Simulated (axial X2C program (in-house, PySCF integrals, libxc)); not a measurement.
## RhH⁻ at several levels of theory

Calculated with an in-house relativistic program for diatomic molecules. Spin-free means the one-electron spin-free X2C Hamiltonian; two-component (2c) means X2C with spin–orbit coupling and atomic mean-field two-electron Coulomb and Gaunt terms, so the difference of the two also holds small scalar two-electron terms. Basis: Rh dyall-acv3z [13s13p9d5f3g], H dyall-av3z [7s3p2d] (cores contracted in-house); Gaussian nuclei, density fitting, unrestricted open shells. Masses: Rh 102.906 u, H 1.008 u.

Input:
```json
{"zs": [45, 1], "q": -1, "bas": ["dyall-acv3z", "dyall-av3z"], "levels": ["PBE0", "HF", "r2SCAN"], "cc": true, "r0": 1.57, "thr": -2.0, "nmax": 90, "npts": 10, "nst": 2, "ntry": 6}
```
```bash
python so2c.py task.json out
```

Keys: zs atomic numbers; q charge; bas basis sets; levels methods; cc coupled cluster on or off; r0 starting distance in Å; thr threshold in hartree for freezing inner shells (an s shell follows its p shell); nmax most natural virtual spinors; npts points on the curve; nst determinants followed; ntry starts of the search. HF also brings MP2.

State, spin-free: M_S = 1/2, Λ = 2 (beyond evenly filled blocks: δ+α, δ+β, δ-α); electrons by block: σα: 10, σβ: 10, π+α: 5, π+β: 5, π-α: 5, π-β: 5, δ+α: 2, δ+β: 2, δ-α: 2, δ-β: 1. Fragments: Rh- + H.

State, 2c: Ω = 5/2 (⟨Sz⟩ = 0.50, ⟨Lz⟩ = 2.00 at PBE0); electrons by block: 1/2: 15, -1/2: 15, 3/2: 7, -3/2: 7, 5/2: 2, -5/2: 1. Fragments: Rh- + H.

| Hamiltonian | level | Re (Å) | ωe (cm⁻¹) | De (eV) | D0 (eV) | k (mdyn/Å) | μ (D) |
| --- | --- | --- | --- | --- | --- | --- | --- |
| spin-free | PBE0 | 1.543 | 1983.5 | 2.89 | 2.77 | 2.31 | -1.05 |
| spin-free | HF | 1.713 | 1433.8 | 1.72 | 1.63 | 1.21 | 5.23 |
| spin-free | CCSD | 1.575 | 1801.1 | 2.52 | 2.41 | 1.91 | n/a |
| spin-free | CCSD(T) | 1.567 | 1821.4 | 2.52 | 2.41 | 1.95 | n/a |
| spin-free | r2SCAN | 1.544 | 2006.6 | 2.86 | 2.74 | 2.37 | -0.19 |
| 2c | PBE0 | 1.543 | 1979.7 | n/a | n/a | 2.3 | -0.99 |
| 2c | HF | 1.714 | 1430.2 | n/a | n/a | 1.2 | 5.23 |
| 2c | CCSD | 1.576 | 1792.2 | n/a | n/a | 1.89 | n/a |
| 2c | CCSD(T) | 1.568 | 1811.5 | n/a | n/a | 1.93 | n/a |
| 2c | r2SCAN | 1.543 | 2004.6 | n/a | n/a | 2.36 | -0.14 |

Correlated methods: 11 electrons correlated (number of frozen shells: Rh 4 s, 3 p, 1 d; H none), 247 virtual spin orbitals or spinors in MP2, 90 natural virtuals in coupled cluster.

Dipoles are positive if H is the positive end and refer to the centre of mass.

The state is a single determinant with fixed occupations, the lowest that a limited PBE0 search found. De is counted from the lowest determinant-based energies of the atoms at the same level, without counterpoise correction. De is not given where an atomic determinant may have missed its ground term or J level, or where the truncated virtual space spoils (T). Density functionals use the spin component along the axis (collinear). CCSD and (T) use frozen natural virtuals with an MP2 correction for the truncation; (T) itself is uncorrected, so its De runs slightly low. Other states lie close and PBE0, whose exact exchange favours high spin, may order them wrongly; the determinant shown need not be the ground state. The nearest other spin-free determinant of the search, M_S = 1/2, Λ = 0, lies 0.45 eV up at the distance of the search. Without a current term, density functionals place determinants with orbital angular momentum somewhat too high. The highest occupied level of some functionals is positive through self-interaction error; at Hartree–Fock it is bound. The determinant is spin-polarised beyond a pure state at some levels (its spin-free form has ⟨S²⟩ too high), which makes Re and μ there less reliable. The T1 diagnostic is large, a sign of multireference character. Hartree–Fock gets electron affinities wrong, so its lowest charge split need not be the true one.

No reliable constants came from MP2 (2c), MP2 (spin-free): no minimum in range, unconverged points, a curve that is not smooth, a change of character along it, or the two Hamiltonians disagreeing along it.

Rough cost a point (2c) on 1 thread(s) of a shared host, integrals apart: PBE0 0.9 s, HF 0.5 s, CCSD(T) 6 s, r2SCAN 1.3 s.

The whole task took 3.4 min on 1 thread of Arm Neoverse V2, on a shared host.
